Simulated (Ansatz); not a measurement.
One change: `B[SiH2]C=O` becomes `O=C[SiH2][CH2][InH2]`.

Ansatz, PBE0-D4/def2-TZVP geometries, multiplicity 1. Each molecule was computed in one conformer, which needn't be the lowest.

Elements past krypton have def2 core potentials.

```csv
property,`B[SiH2]C=O`
LUMO energy (ωB97M-V/def2-TZVPP) / eV,-0.87
HOMO energy (PBE/def2-TZVPP) / eV,-5.73
size of the dipole moment (B3LYP/def2-TZVPP) / D,2.32
LUMO energy (PBE/def2-TZVPP) / eV,-3.75
size of the dipole moment (ωB97M-V/def2-TZVPP) / D,2.42
LUMO energy (PBE0/def2-TZVPP) / eV,-2.82
```

Give the same properties after the change, and the shifts. (Best estimate.)

Ansatz gave: 
```tsv
property	`O=C[SiH2][CH2][InH2]`	shift
LUMO energy (ωB97M-V/def2-TZVPP) / eV	-0.41	0.46
HOMO energy (PBE/def2-TZVPP) / eV	-5.45	0.28
size of the dipole moment (B3LYP/def2-TZVPP) / D	1.53	-0.79
LUMO energy (PBE/def2-TZVPP) / eV	-2.63	1.12
size of the dipole moment (ωB97M-V/def2-TZVPP) / D	1.65	-0.77
LUMO energy (PBE0/def2-TZVPP) / eV	-1.87	0.95
```

With PBE0 the HOMO rises by 0.22 eV and the LUMO rises by 0.95 eV, so the gap widens by about 0.73 eV. PBE moves the HOMO by 0.28 eV and ωB97M-V by 0.21 eV. Dipoles are sizes alone; their direction can turn.

B3LYP here is the variant with VWN-RPA as its local correlation; programs differ in this.
